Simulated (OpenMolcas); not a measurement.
Ru5+ among 6 point charges of -1.7 e arranged as an octahedron (Oh).

* Program: OpenMolcas 26.06
* Method: CASSCF
* Basis: ANO-RCC-VDZP [6s5p3d1f]
* Scalar Hamiltonian: DKH2, point nucleus
* Active space: 3 electrons in 5 orbitals (4d)
* State averaging: 2S+1 = 4 even, 10 roots; 2S+1 = 2 even, 40 roots
* Spin-orbit coupling: state interaction with AMFI integrals over the reference wave functions

All point charges move together. At R = 1.85 Å |10Dq| is 8176 cm-1, and at R = 2.01 Å it is 5465 cm-1.

Task: A third run gives 4308 cm-1. What distance was it run at?

Result: With a power law R^-n the two known points give n = -ln(5465 / 8176) / ln(2.01 / 1.85) = 4.86. Then R = 1.85 × (8176 / 4308)^(1/4.86) = 2.111 Å. The run was at 2.11 Å, so the estimate is off by +0.001 Å.

Without dynamic correlation the repulsion within the d shell is too large (B by tens of per cent), so at a given field states of lower spin stand too high. This field is weak: 10Dq is about 8176 cm-1, while octahedral complexes of 4d ions of charge 3 and more, computed by the same method with explicit ligands, had a median near 25000 cm-1. Ground spin and moment need not be those of a real site (figures for R = 1.85; the like holds for R = 2.01, R = 2.11). This is an electrostatic model: the charges have no orbitals. No measured value stands beside these numbers.
